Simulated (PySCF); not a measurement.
## Gas-phase XPS of GaH2(CN), computed

Compound: GaH2(CN), CH2GaN.
Geometry (PBE0-D3(BJ)/def2-SVP, Å), atoms numbered from 1 in this order:
```
atom  x, y, z in Å
Ga1    0.3682    0.6397    0.0091
H2     1.9194    0.5342    0.0583
H3    -0.4967    1.9323   -0.0239
C4    -0.6065   -1.0493   -0.0151
N5    -1.1843   -2.0570   -0.0286
```

Theory: PySCF, delta-SCF UKS SCAN, pcX-2 on the ionised atom, pcseg-1 elsewhere, spin-free X2C. These are vertical core ionisation energies against the vacuum level, from separate self-consistent calculations with and without the core hole.

**Question.** What binding energy does each computed site have?

**Answer.** 
| atom(s) | environment | level | binding energy (eV) | count |
| --- | --- | --- | --- | --- |
| C4 | carbon bonded to Ga and N | C 1s | 291.68 | 1 |
| N5 | nitrogen bonded to C | N 1s | 405.28 | 1 |

**Question.** Which photon energy gives electrons from N 1s of N5 a kinetic energy of 20 eV, and what is their de Broglie wavelength?

**Answer.** hν = 405.28 + 20 = 425.28 eV, recoil neglected; λ = 12.264 Å/√(E/eV) = 2.74 Å.

No level of gallium is listed. Isolated species at its PBE0-D3(BJ)/def2-SVP geometry, gas phase.

On an Arm Neoverse V1 with one thread, no GPU (shared host), this took 3.8 s.
